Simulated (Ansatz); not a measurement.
Geometry optimisation, RKS PBE/def2-SVP (Ansatz).

Input file:

```yaml
crystal:
  periodic: [false, false, false]
  atoms:
    - { symbol: W, position_ang: [0.0, 0.0, 0.0] }
    - { symbol: Cl, position_ang: [0.0, 0.0, 2.74] }
    - { symbol: Cl, position_ang: [2.39, 0.0, 0.0] }
    - { symbol: H, position_ang: [0.0, 1.72, 0.0] }
    - { symbol: Cl, position_ang: [-2.39, 0.0, 0.0] }
    - { symbol: Cl, position_ang: [0.0, -2.39, 0.0] }
    - { symbol: H, position_ang: [0.0, 0.0, -1.72] }
    - { symbol: F, position_ang: [1.4082, -1.4764, 0.6779] }
    - { symbol: H, position_ang: [1.038, -1.0883, 1.856] }
basis:
  gaussian: { orbitals: def2-SVP }
hamiltonian:
  xc: pbe
relax:
  f_tol: 0.15
  max_steps: 25
  restrain:
    - { distance: [0, 7], at: 3.05, k: 30.0 }
    - { distance: [8, 1], at: 2.57, k: 30.0 }
    - { distance: [0, 1], at: 2.39, k: 30.0 }
    - { distance: [8, 7], at: 0.92, k: 30.0 }
```

Run as:

```bash
$ ansatz run input.yaml --threads 4 --pin off --max-ram 5120MiB --backend cpu --events-out ev --progress --plain --runs-dir out
```

Question: Where does it end, and by what steps?

Answer: It converged. The restraints hold the end off the free minimum; the threshold counts their pulls, which the force column leaves out. Restrained pairs: W1–F8 (2.15 → 3.04 Å), Cl2–H9 (1.74 → 2.56 Å), W1–Cl2 (2.74 → 2.39 Å), F8–H9 (1.29 → 0.93 Å). After 14 steps the energy has fallen by 8.906 eV (the restraints' own energy left out); F8 moved furthest, 1.41 Å.

| step | energy less start (eV) | largest force component (eV/Å) | accepted |
| --- | --- | --- | --- |
| 0 | 0.0000 | 7.616 | yes |
| 1 | -1.6635 | 7.559 | yes |
| 2 | -3.3637 | 4.129 | yes |
| 3 | -4.7518 | 3.447 | yes |
| 4 | -6.2829 | 2.386 | yes |
| 5 | -7.5366 | 0.950 | yes |
| 6 | -8.1189 | 0.661 | yes |
| 7 | -8.4212 | 0.434 | yes |
| 8 | -8.6094 | 0.374 | yes |
| 9 | -8.7625 | 0.318 | yes |
| 10 | -8.8632 | 0.299 | yes |
| 11 | -8.8977 | 0.416 | yes |
| 12 | -8.8834 | 1.048 | no |
| 13 | -8.9020 | 0.253 | yes |
| 14 | -8.9064 | 0.484 | yes |

```xyz
9
Properties=species:S:1:pos:R:3
W 0.062 -0.160 0.044
Cl 0.382 0.758 2.223
Cl 2.150 0.466 -0.616
H -0.274 1.472 -0.146
Cl -2.189 -0.290 0.387
Cl 0.061 -2.067 -1.298
H -0.398 0.431 -1.450
F 1.325 -2.241 1.864
H 1.327 -1.604 2.546
```

Run time: 26 s on 4 threads of INTEL(R) XEON(R) PLATINUM 8581C CPU @ 2.10GHz (Emerald Rapids), with other jobs on the host, peak memory 0.24 GiB.
